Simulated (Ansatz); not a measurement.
CH₅ClSeSn (`C[Se][SnH2][Cl]`) at its PBE0-D4/def2-TZVP geometry, where that method's forces vanish. Charge 0, multiplicity 1. Sn takes the def2 core potential.

```xyz
9

C    -0.3751    1.1842   -1.1494
Se    0.6806    1.3577    0.4932
Sn    0.5879   -1.0593    1.1294
Cl   -1.6715   -1.6357    1.3470
H    -0.4815    2.1938   -1.5428
H    -1.3569    0.7757   -0.9202
H     0.1444    0.5631   -1.8761
H     1.1460   -2.0734   -0.1213
H     1.3262   -1.3061    2.6402
```

Q: What forces (eV/Å) does B3LYP-D4/def2-TZVPP give on these atoms in Ansatz 0.2.0? (Estimate.)

A: Ansatz gave: 
```
C1  -0.199 -0.003 -0.300
Se2  0.187  0.281  0.207
Sn3  0.248 -0.129  0.041
Cl4 -0.315 -0.083  0.032
H5  -0.002 -0.073  0.010
H6   0.067  0.029 -0.039
H7  -0.051  0.039  0.036
H8   0.029 -0.046 -0.044
H9   0.036 -0.017  0.059
```

B3LYP here is the variant with VWN-RPA as its local correlation; programs differ in this.
